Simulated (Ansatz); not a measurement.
BMe2(CN) (C₃H₆BN). The state is a singlet with charge 0. Geometry PBE-D4/def2-SVP.

```xyz
11

B    -0.202    0.102   -0.074
C     0.176   -1.298   -0.668
H    -0.431   -2.039   -0.092
H     1.239   -1.576   -0.524
H    -0.122   -1.438   -1.726
C     0.663    0.875    0.978
H     1.240    1.631    0.390
H     1.407    0.244    1.502
H     0.072    1.465    1.707
C    -1.523    0.767   -0.562
N    -2.520    1.267   -0.931
```

B3LYP takes the VWN-RPA correlation.

Problem. Estimate the orbital energies around the gap (eV) in Ansatz with PBE-D4/def2-SVP, PBE-D4/def2-TZVPD, B3LYP-D4/6-31G, PBE0-D4/def2-TZVPD, BHLYP-D4/def2-TZVP.

Solution. 
| orbital | PBE-D4/def2-SVP | PBE-D4/def2-TZVPD | B3LYP-D4/6-31G | PBE0-D4/def2-TZVPD | BHLYP-D4/def2-TZVP |
| --- | --- | --- | --- | --- | --- |
| HOMO−5 | -9.73 | -9.88 | -10.95 | -11.38 | -12.90 |
| HOMO−4 | -9.16 | -9.43 | -10.49 | -11.09 | -12.64 |
| HOMO−3 | -8.62 | -8.77 | -9.81 | -10.22 | -11.60 |
| HOMO−2 | -8.38 | -8.55 | -9.47 | -10.00 | -11.57 |
| HOMO−1 | -8.05 | -8.32 | -9.37 | -9.85 | -10.99 |
| HOMO | -7.65 | -7.82 | -8.74 | -9.17 | -10.41 |
| LUMO | -2.98 | -3.18 | -2.06 | -2.21 | -1.10 |
| LUMO+1 | -0.22 | -0.68 | 0.74 | -0.15 | 1.02 |
| LUMO+2 | 0.69 | -0.58 | 2.29 | 0.38 | 1.61 |
| LUMO+3 | 1.15 | 0.41 | 2.31 | 1.10 | 2.55 |
| LUMO+4 | 2.03 | 0.56 | 3.49 | 1.12 | 2.72 |
| LUMO+5 | 2.07 | 0.71 | 3.58 | 1.63 | 2.94 |
